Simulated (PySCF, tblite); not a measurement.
Isomers of C3H9N3OSi2, one GFN2-xTB conformer each. Single-point energies are computed at PBE0/pcSseg-1 (PySCF, gas phase, no added dispersion term), electronic only.

| SMILES | GFN2-xTB relative energy (kJ/mol) |
| --- | --- |
| N#C[C@@H]1OC[Si@H](N)N[SiH2]1 | 0.0 |
| N#CC[Si@H](NC=O)[SiH2]N | 31.6 |

Conformers: `[N:1]#[C:2][C@@H:3]1[O:4][CH2:5][Si@H:6]([NH2:7])[NH:8][SiH2:9]1` with C5–Si6–N7–H 177° and -42°, C2–C3–O4–C5 -37°, C3–O4–C5–Si6 -53°, O4–C5–Si6–N7 120°, C5–Si6–N8–Si9 25°; `[N:1]#[C:2][CH2:3][Si@H:4]([NH:5][CH:6]=[O:7])[SiH2:8][NH2:9]` with C2–C3–Si4–N5 -175°, C3–Si4–N5–C6 -177°, Si4–N5–C6–O7 0°, C3–Si4–Si8–N9 -158°, Si4–Si8–N9–H 176° and -45°.

Problem. What does PBE0/pcSseg-1 give for the same structures?

Solution. 
```
                       SMILES  PBE0/pcSseg-1 E (Eh)  PBE0/pcSseg-1 (kJ/mol)  GFN2-xTB (kJ/mol)  point group
      N#CC[Si@H](NC=O)[SiH2]N            -937.53911                     0.0               31.6           C1
N#C[C@@H]1OC[Si@H](N)N[SiH2]1            -937.53065                    22.2                0.0           C1
```

GFN2-xTB puts N#C[C@@H]1OC[Si@H](N)N[SiH2]1 lowest instead. As drawn, the lower has a C=O bond, a C(=O)–N unit and an Si–Si bond, which the higher lacks.

Problem. Which frontier levels, dipoles and rotational constants go with these structures?

Solution. 
```tsv
SMILES	HOMO (eV, PBE0/pcSseg-1)	LUMO (eV)	dipole (D)	A, B, C (MHz)
N#CC[Si@H](NC=O)[SiH2]N	-7.26	-0.40	5.60	1558, 818.8, 585.0
N#C[C@@H]1OC[Si@H](N)N[SiH2]1	-7.12	-0.30	2.71	1448, 1207, 1006
```

Problem. What happens when harmonic zero-point energies from GFN2-xTB frequencies are added?

Solution. 
```csv
SMILES,ZPE (kJ/mol),electronic (kJ/mol),with ZPE (kJ/mol)
N#CC[Si@H](NC=O)[SiH2]N,318.0,0.0,0.0
N#C[C@@H]1OC[Si@H](N)N[SiH2]1,324.0,22.2,28.2
```

The zero-point energies span 6.0 kJ/mol. The order is unchanged.

Problem. As an exercise, what shares would exp(−E/RT) give at 2000 K from these electronic energies alone (no entropy, no degeneracies)?

Solution. RT = 16.629 kJ/mol: N#CC[Si@H](NC=O)[SiH2]N 79.2 %, N#C[C@@H]1OC[Si@H](N)N[SiH2]1 20.8 %.
